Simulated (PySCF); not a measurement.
Input file for PySCF: R-HF/3-21G on aminoborane (SMILES BN), a point of a bond scan (R = 2.316 Å).

```python
from pyscf import gto, scf, dft, mp
from pyscf.data.elements import chemcore

mol = gto.M(
    atom='''
    B    -0.77598333    0.04477233   -0.00303336
    N     0.60927771   -0.03515382    0.00238170
    H    -1.41381575   -0.96287333   -0.03105655
    H    -1.29389237    1.11910141    0.02047198
    H     1.99028099    1.82314077    0.05515088
    H     1.11296685   -0.90681330   -0.01624534
    ''',
    basis='3-21g',
    charge=0, spin=0, verbose=3, max_memory=1800)
mf = scf.RHF(mol)
mf.conv_tol = 1e-8
mf.max_cycle = 100
mf.kernel()
if not mf.converged:
    mf = mf.newton().run(mf.mo_coeff, mf.mo_occ)
```

Output:

```
converged SCF energy = -80.7795026710648
```

The run converged.

Cost: roughly 0.05 core-seconds.
